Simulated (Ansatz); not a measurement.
Mulliken charges of H₆OSiSn (`[SiH3][O][SnH3]`) from PBE/def2-TZVPP in Ansatz (PBE0-D4/def2-TZVP geometry).

```csv
atom,x (Å),y (Å),z (Å),charge (e)
Si1,-0.708,1.106,-0.962,0.362
O2,0.550,0.233,-0.411,-0.526
Sn3,0.837,-1.146,0.956,0.712
H4,-1.786,0.228,-1.502,-0.081
H5,-0.233,2.004,-2.046,-0.069
H6,-1.310,1.937,0.121,-0.081
H7,2.494,-1.500,0.830,-0.104
H8,-0.166,-2.461,0.545,-0.106
H9,0.410,-0.448,2.452,-0.106
```

By hand: the dipole of these point charges (1 e Å = 4.8032 D).

Σ q r = (0.032, -0.387, 0.398) e Å, of length 0.556 e Å = 2.67 D.

How does the dipole of the full density compare? (Best estimate.)

Computed: (0.085, -0.291, 0.281) e Å, 1.99 D; the point charges give 1.34 times that, at 9° from its direction.

Point charges leave out the atoms' own dipoles, such as those of lone pairs, and Mulliken's split depends on the basis, so the two needn't agree.
